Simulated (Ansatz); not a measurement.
The cluster MoO2⁻, relaxed as a doublet with UKS PBE-D4/def2-TZVPD in Ansatz, starting from the GFN1-xTB geometry. Force threshold 0.02 eV/Å.

In the def2 sets Mo takes a core potential; there is no spin–orbit coupling. The structure holds 1 bond(s) between oxygen atoms. The charge -1 doublet is spin-contaminated (final ⟨S²⟩ up to 1.73, 0.75 for a pure state). The highest occupied level of the charge -1 doublet lies above zero (up to 1.25 eV). It is a level of β spin, whose loss leaves a triplet; that state wasn't run at this geometry and level. The electron is either unbound and held by the finite basis, or the level is raised by self-interaction error. The relaxation made no stability test and no search for a lower SCF solution. No other spin state of charge -1 was run. Another isomer (quartet) lies 5.96 eV lower at PBE0-D4/def2-TZVPD; other spin states weren't run for this one.

Start:

```xyz
3

Mo   -0.209   -0.447    1.073
O     0.779    0.291   -0.378
O    -0.570    0.157   -0.695
```

```csv
step,energy (eV),largest force component (eV/Å),SCF passes
1,-5945.1201,1.684,75
2,-5945.1609,0.837,42
3,-5945.1764,0.076,43
4,-5945.1766,0.002,36
```

Force components are those of the run's own axes.

End:

```xyz
3

Mo   -0.2108   -0.4519    1.0845
O     0.8081    0.2956   -0.3767
O    -0.5974    0.1563   -0.7078
```

By distances, no bond broke or formed. The bond that changes most is O2–O3, from 1.39 to 1.45 Å (atoms count from 1).

No frequencies were taken in this run, so the end may be a saddle point.

Hardware: 4 threads of Arm Neoverse V1 on a shared host. Wall time 4.9 s.
